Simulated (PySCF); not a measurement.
ammonia (H3N), singlet, at a GFN2-xTB geometry. Base run: B3LYP/aug-cc-pVDZ (PySCF).

PySCF was given this input:
```python
from pyscf import gto, scf, dft, solvent

mol = gto.Mole()
mol.atom = '''
    N    -0.000889    0.002201    0.110024
    H     0.015877    0.938466   -0.275490
    H     0.812490   -0.488757   -0.240501
    H    -0.822147   -0.465118   -0.254176
'''
mol.basis = 'aug-cc-pvdz'
mol.charge = 0
mol.spin = 0
mol.verbose = 4
mol.build()

mf = dft.RKS(mol)
mf.xc = 'b3lyp'
mf.kernel()
```

Base: dipole (D) 1.48; HOMO-LUMO gap (eV) 6.95.

A changed run: ΔE vs base (kcal/mol) -7.32; dipole (D) 2.12; HOMO-LUMO gap (eV) 7.32.

**Question.** Name the change that produced these shifts.
(A) model = IEF-PCM; solvent = methanol; vdw_scale = 1.1
(B) model = IEF-PCM; solvent = toluene
(C) model = ddCOSMO; solvent = methanol
(D) model = IEF-PCM; solvent = methanol; vdw_scale = 1.0
(E) model = IEF-PCM; solvent = methanol; r_probe = 0.5

**Answer.** D, model = IEF-PCM; solvent = methanol; vdw_scale = 1.0

The base is the gas phase, so ΔE is the electrostatic part of solvation at a fixed geometry, without cavity and dispersion terms.
